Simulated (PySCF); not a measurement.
**Magnetisability: SMILES CC(=O)C1CSC1, C5H8OS**

Geometry:
```json
{"atom": "C1", "x (Å)": "2.058", "y (Å)": "0.031", "z (Å)": "-0.366"}
{"atom": "C2", "x (Å)": "0.887", "y (Å)": "-0.477", "z (Å)": "0.434"}
{"atom": "O3", "x (Å)": "0.937", "y (Å)": "-1.454", "z (Å)": "1.135"}
{"atom": "C4", "x (Å)": "-0.376", "y (Å)": "0.351", "z (Å)": "0.271"}
{"atom": "C5", "x (Å)": "-1.568", "y (Å)": "-0.109", "z (Å)": "1.112"}
{"atom": "S6", "x (Å)": "-2.706", "y (Å)": "-0.056", "z (Å)": "-0.323"}
{"atom": "C7", "x (Å)": "-1.056", "y (Å)": "0.153", "z (Å)": "-1.093"}
{"atom": "H8", "x (Å)": "2.479", "y (Å)": "0.894", "z (Å)": "0.147"}
{"atom": "H9", "x (Å)": "1.741", "y (Å)": "0.345", "z (Å)": "-1.357"}
{"atom": "H10", "x (Å)": "2.824", "y (Å)": "-0.736", "z (Å)": "-0.439"}
{"atom": "H11", "x (Å)": "-0.136", "y (Å)": "1.404", "z (Å)": "0.438"}
{"atom": "H12", "x (Å)": "-1.871", "y (Å)": "0.555", "z (Å)": "1.917"}
{"atom": "H13", "x (Å)": "-1.450", "y (Å)": "-1.126", "z (Å)": "1.482"}
{"atom": "H14", "x (Å)": "-0.757", "y (Å)": "-0.763", "z (Å)": "-1.602"}
{"atom": "H15", "x (Å)": "-1.010", "y (Å)": "0.997", "z (Å)": "-1.777"}
```

Method: GIAO CAM-B3LYP/pcSseg-1 magnetisability, rotational g tensor and spin-rotation constants, non-relativistic, gas phase (PySCF). Geometry: GFN2-xTB.

Task: How diamagnetic is it, and how anisotropic?

Result: Isotropic -1106 × 10⁻³⁰ J/T², or -66.6 × 10⁻⁶ cm³/mol; principal values -1312, -1221, -784 × 10⁻³⁰ J/T², anisotropy 489 × 10⁻³⁰ J/T² (root of half the summed squared differences of the principal values). The susceptibility is in cgs units.

Task: Split it along the inertial axes a, b, c into diamagnetic and paramagnetic parts about the centre of mass, with the quadrupole moment.

Result: 
```
axis  χ (10⁻⁶ cm³/mol)  diamagnetic (10⁻⁶ cm³/mol)  paramagnetic (10⁻⁶ cm³/mol)  summed x² of all electrons (Å²)  quadrupole Θ (D Å)
   a             -70.9                      -356.3                        285.4                            196.7               -6.04
   b             -66.0                      -942.0                        876.1                             58.7               +2.56
   c             -62.9                     -1083.6                       1020.7                             25.3               +3.48
```
Anisotropies 2χaa − χbb − χcc = -12.9 and 2χbb − χaa − χcc = +1.9 × 10⁻⁶ cm³/mol. Θ is traceless in Buckingham's convention.

Task: And the rotational g tensor?

Result: 
| axis | rotational constant (GHz) | g | nuclear part | electronic part |
| --- | --- | --- | --- | --- |
| a | 4.9701 | -0.0398 | 0.6266 | -0.6664 |
| b | 1.3807 | -0.0175 | 0.5507 | -0.5683 |
| c | 1.1923 | -0.0171 | 0.5546 | -0.5717 |

Asymmetric top; isotopes 12C, 1H, 16O, 32S; no vibrational averaging.
